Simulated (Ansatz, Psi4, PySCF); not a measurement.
diglyme (C$_{6}$H$_{14}$O$_{3}$), singlet, geometry from GFN2-xTB. Base run: MP2/STO-3G (PySCF).

Input for PySCF:
```python
from pyscf import gto, scf, mp

mol = gto.Mole()
mol.atom = '''
    C    -4.32018274    0.10369954   -0.27968204
    O    -3.32739323    0.88011273    0.34633474
    C    -2.03256097    0.72714712   -0.18116636
    C    -1.36618584   -0.60355762    0.21708757
    O    -0.07916902   -0.76777934   -0.32857044
    C     0.92423032    0.03238711    0.25737989
    C     2.27756247   -0.49578610   -0.20804157
    O     3.28593317    0.31629622    0.34300580
    C     4.57752733   -0.08497099   -0.03728386
    H    -5.27128911    0.45139207    0.11948003
    H    -4.20986180   -0.96368918   -0.06140571
    H    -4.30709659    0.24760544   -1.36654269
    H    -2.04487064    0.80671816   -1.27836767
    H    -1.46048727    1.56340887    0.22841288
    H    -1.94417526   -1.44216755   -0.17961612
    H    -1.33928610   -0.67600091    1.31424203
    H     0.86923954   -0.01770022    1.35356851
    H     0.83128529    1.08347749   -0.04514543
    H     2.31600329   -0.47472289   -1.30729183
    H     2.39741675   -1.54037524    0.11607243
    H     4.70502381   -0.03709573   -1.12587243
    H     5.26978660    0.60484485    0.44071062
    H     4.79100102   -1.10824617    0.29583295
'''
mol.basis = 'sto-3g'
mol.verbose = 4
mol.build()

mf = scf.RHF(mol)
mf.kernel()

pt = mp.MP2(mf)
pt.kernel()
print('E(MP2) = %.10f' % pt.e_tot)
```

The same geometry, method and basis name were run in Ansatz (a first-principles code) and Psi4 and PySCF, at each program's defaults and at the settings that a row names. The base is PySCF at its defaults. Differences at the defaults can come from grids, fitting, cores and function types together.

```
code and settings                                                                                     ΔE vs base (µEh)  basis functions      E (Eh)  SCF cycles
----------------------------------------------------------------------------------------------------  ----------------  ---------------  ----------  ----------
PySCF, defaults (exact integrals, spherical functions, all electrons correlated)                                   0.0               59  -454.52053           9
Psi4, defaults (density fitting with its default set, spherical functions, all electrons correlated)                 ?               59           ?          10
Ansatz, defaults (factorised integrals, spherical functions, frozen core)                                         3168               59  -454.51736           -
PySCF, frozen core                                                                                                3118               59  -454.51741           9
Psi4, exact integrals, spherical functions, frozen core                                                           3118               59  -454.51741          10
Ansatz, high accuracy, frozen core                                                                                3118               59  -454.51741           -
```

Some entries are withheld; supply them.


- Psi4, defaults (density fitting with its default set, spherical functions, all electrons correlated), ΔE vs base (µEh): -802
- Psi4, defaults (density fitting with its default set, spherical functions, all electrons correlated), E (Eh): -454.52133
